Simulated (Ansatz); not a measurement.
# Ligand exchange: C2H6O + C2H7MgN → CH5NO + C3H8Mg

Species: C2H6O (dimethyl ether) `COC`, singlet; C2H7MgN `C[CH2][Mg][NH2]`, singlet; CH5NO `CON`, singlet; C3H8Mg `C[CH2][Mg][CH3]`, singlet. The partners trade CH3 for NH2: O–CH3 and Mg–NH2 bonds give way to O–NH2 and Mg–CH3.

Shapes, held fixed at every level: PBE0-D4/def2-TZVP. Flexible molecules stand in one conformer, not always the lowest. Programs: Ansatz 0.2.0. Electronic energies: no zero-point or thermal term.

(1) Estimate ΔE of this reaction.

Results:

(1) The highest level, CCSD(T)/def2-TZVPP, gives ΔE = +207.8 kJ/mol; the levels span +191.6 to +223.9. The column of differences is taken from that level and isn't an error. No measured value is set beside it here. Outer-core shells of Mg are correlated in most correlated rows, in sets that cover them unevenly.

```csv
level,kind,ΔE (kJ/mol),less CCSD(T)/def2-TZVPP
HF/def2-SVP,Hartree–Fock,+223.9,+16.1
PBE-D4/def2-TZVPP,GGA,+191.6,-16.2
r2SCAN0-D4/def2-TZVPP,global hybrid,+210.3,+2.5
wB97M-V/def2-TZVPP,range-separated hybrid,+203.8,-4.0
MP2/def2-TZVPP,perturbation theory,+219.4,+11.6
CCSD(T)/def2-SVP,coupled cluster or CI,+207.7,-0.1
CCSD/def2-TZVPP,coupled cluster or CI,+211.2,+3.4
CCSD(T)/def2-TZVPP,coupled cluster or CI,+207.8,0.0
```
